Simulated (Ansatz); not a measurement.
Mulliken charges of `N=C1N[Si]1(N)F` from ωB97M-V/def2-TZVPP in Ansatz (PBE0-D4/def2-TZVP geometry).

```csv
atom,x (Å),y (Å),z (Å),charge (e)
N1,0.705,-1.998,-1.333,-0.281
C2,0.204,-1.093,-0.617,-0.020
N3,-0.038,-1.076,0.770,-0.273
Si4,-0.541,0.397,0.129,0.729
N5,0.153,1.850,0.605,-0.360
F6,-2.087,0.724,-0.016,-0.303
H7,0.752,-1.707,-2.304,0.128
H8,0.133,-1.820,1.434,0.111
H9,-0.334,2.727,0.538,0.137
H10,1.135,1.946,0.796,0.133
```

By hand: the dipole of these point charges (1 e Å = 4.8032 D).

Σ q r = (0.207, 0.493, 0.102) e Å, of length 0.544 e Å = 2.61 D.

How does the dipole of the full density compare? (An estimate is asked.)

The calculation gave: (0.133, 0.717, 0.279) e Å, 3.75 D; the point charges give 0.70 times that, at 16° from its direction.

Point charges leave out the atoms' own dipoles, such as those of lone pairs, and Mulliken's split depends on the basis, so the two needn't agree.
